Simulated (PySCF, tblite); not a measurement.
Isomers of C5H5NO3Si, one GFN2-xTB conformer each. Single-point energies are computed at PBE0/pcSseg-1 (PySCF, gas phase, no added dispersion term), electronic only.

```csv
SMILES,GFN2-xTB relative energy (kJ/mol)
N#C[Si@@H](C=O)/C=C/OC=O,47.8
N#C[Si@H](C=O)/C=C\C(=O)O,0.0
```

Conformers: `[N:1]#[C:2][Si@@H:3]([CH:4]=[O:5])/[CH:6]=[CH:7]/[O:8][CH:9]=[O:10]` with C2–Si3–C4–O5 -135°, C2–Si3–C6–C7 5°, C6–C7–O8–C9 -178°, C7–O8–C9–O10 0°; `[N:1]#[C:2][Si@H:3]([CH:4]=[O:5])/[CH:6]=[CH:7]\[C:8](=[O:9])[OH:10]` with C2–Si3–C4–O5 -156°, C2–Si3–C6–C7 69°, C6–C7–C8–O9 -2°, C7–C8–O10–H 180°.

Question: What does PBE0/pcSseg-1 give for the same structures?

Answer: 
```
                   SMILES  PBE0/pcSseg-1 E (Eh)  PBE0/pcSseg-1 (kJ/mol)  GFN2-xTB (kJ/mol)  point group
N#C[Si@H](C=O)/C=C\C(=O)O            -762.72084                     0.0                0.0           C1
 N#C[Si@@H](C=O)/C=C/OC=O            -762.69796                    60.1               47.8           C1
```

Both levels put the same isomer lowest. As drawn, the lower has an O–H bond, which the higher lacks.

Question: Which frontier levels, dipoles and rotational constants go with these structures?

Answer: 
```
                   SMILES  HOMO (eV, PBE0/pcSseg-1)  LUMO (eV)  dipole (D)       A, B, C (MHz)
N#C[Si@H](C=O)/C=C\C(=O)O                     -7.13      -2.68        3.30   1355, 1023, 811.4
 N#C[Si@@H](C=O)/C=C/OC=O                     -7.53      -2.27        3.90  1873, 528.4, 436.7
```

Question: What happens when harmonic zero-point energies from GFN2-xTB frequencies are added?

Answer: 
```csv
SMILES,ZPE (kJ/mol),electronic (kJ/mol),with ZPE (kJ/mol)
N#C[Si@H](C=O)/C=C\C(=O)O,237.5,0.0,0.0
N#C[Si@@H](C=O)/C=C/OC=O,233.8,60.1,56.3
```

The zero-point energies span 3.7 kJ/mol. The order is unchanged.
